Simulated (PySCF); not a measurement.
**`CBO[SiH2]OC`, C2H9BO2Si**

Cartesian coordinates in Å; atom numbers follow the order of the lines, from 1:
```xyz
15

C    -3.0231    0.0163    0.3366
B    -1.9201   -0.5655   -0.6436
O    -0.6741   -0.1425   -0.5689
Si    0.8608   -0.0487   -1.0154
O     1.6142    0.1852    0.3955
C     2.9715    0.3793    0.6318
H    -3.8876    0.3834   -0.2126
H    -3.3910   -0.7678    0.9962
H    -2.6472    0.8242    0.9580
H    -2.2051   -1.3867   -1.4485
H     0.9585    1.1070   -1.9082
H     1.3353   -1.2765   -1.6615
H     3.1287    0.4101    1.7107
H     3.5662   -0.4316    0.2040
H     3.3086    1.3218    0.1926
```

The calculation used GIAO KT1/6-31++G** magnetisability, rotational g tensor and spin-rotation constants, non-relativistic, gas phase (PySCF 2.14.0). Geometry: GFN2-xTB.

Give the nuclear spin-rotation constants along the inertial axes (H = +C I·J) beside the isotropic shieldings.

Rotational constants 8.0078, 1.2288, 1.1043 GHz. A star marks the isotopologue with that one atom substituted, in its own axes.
```
atom  isotope  Caa (kHz)  Cbb (kHz)  Ccc (kHz)  mean (kHz)  σ (ppm)
  B2      11B      2.829      0.292      0.212       1.111     69.6
  H7       1H     -0.150     -0.127     -0.096      -0.124     31.2
  H8       1H     -0.750     -0.108     -0.034      -0.297     31.3
  H9       1H     -0.702     -0.052     -0.087      -0.281     31.5
 H10       1H     -0.354      0.005     -0.054      -0.134     25.6
 H11       1H     -0.638     -0.080      0.032      -0.229     26.2
 H12       1H     -0.571     -0.032     -0.019      -0.207     26.1
 H13       1H     -0.849      0.063     -0.103      -0.296     27.7
 H14       1H     -0.614     -0.051     -0.034      -0.233     27.8
 H15       1H     -0.711     -0.111      0.035      -0.263     27.7
  C1     13C*      1.087      0.117      0.119       0.441    187.2
  O3     17O*     -2.371     -0.244     -0.154      -0.923    139.1
 Si4    29Si*     -4.238     -0.670     -0.625      -1.844    420.0
  O5     17O*     -0.782     -0.056     -0.080      -0.306    308.4
  C6     13C*      0.901      0.245      0.209       0.452    149.8
```
For the geometry as given, no vibrational averaging.
